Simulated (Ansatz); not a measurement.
Gas-phase electronic energies from Ansatz, PBE0-D4/def2-TZVP geometries. CCSD(T)/CBS adds triple-zeta CCSD(T) − MP2 to the extrapolated MP2 energy (def2 sets, frozen cores). DFT in def2-TZVPP. B3LYP here is the variant with VWN-RPA as its local correlation; programs differ in this. HSE06 is defined as in plane-wave codes. Elements past krypton have def2 core potentials. For In outer-core shells are correlated without core-valence functions, which leaves a few kJ/mol of doubt a bond. One conformer a species, not always the lowest.

Consider the formal exchange of groups at a C–In bond: `C[O][InH][CH3]` + `[SH][InH2]` → `[CH3][InH][SH]` + `C[O][InH2]`.

`C[O][InH][CH3]`:

```xyz
11

C    -1.755    0.483   -0.570
O    -0.793    1.415   -0.182
In    1.049    0.932    0.419
C     1.392   -1.181    0.401
H    -1.411   -0.563   -0.521
H    -2.647    0.559    0.067
H    -2.077    0.668   -1.604
H     1.924    2.345    0.808
H     2.399   -1.422    0.739
H     0.668   -1.673    1.054
H     1.253   -1.564   -0.611
```

`[SH][InH2]`:

Z-matrix (Å, degrees):
```
In
S 1 2.389
H 1 1.712 2 116.1
H 1 1.710 2 114.1 3 -180.0
H 2 1.343 1 94.5 3 -0.0
```

`[CH3][InH][SH]`:

Cartesian coordinates in Å:
```
C -1.169 -0.131 -0.500
In 0.352 0.313 0.943
S 2.622 -0.023 0.245
H -1.586 0.801 -0.886
H -0.752 -0.701 -1.330
H -1.977 -0.701 -0.039
H 0.219 0.892 2.552
H 2.291 -0.449 -0.985
```

`C[O][InH2]`:

```xyz
8

C    -0.391    1.195   -0.281
O    -0.718   -0.161   -0.369
In    0.433   -1.623    0.330
H    -0.344    1.642   -1.283
H     0.576    1.387    0.209
H    -1.159    1.738    0.286
H     1.868   -1.025    1.049
H    -0.264   -3.153    0.059
```

```csv
level,ΔE (kcal/mol)
B3LYP-D4,0.0
HSE06-D4,0.1
CAM-B3LYP-D4,0.1
PBE,-0.1
BLYP,-0.2
PBE0,0.0
B3LYP,-0.1
HF/def2-TZVPP,-0.1
```

Question: What does CCSD(T)/CBS give? (Estimate.)

Answer: Ansatz gave: 0.0 kcal/mol. The listed levels differ from it by 0.0, 0.1, 0.1, -0.1, -0.2, 0.0, -0.1, -0.1 kcal/mol.

Largest T1 diagnostic among the species: 0.017.

Leaving LDA and LC-ωPBE aside and taking each functional with its dispersion term where it has one, the values, not all of them listed here, spread over 0.2 kcal/mol, from B2PLYP to r2SCAN0-D4.
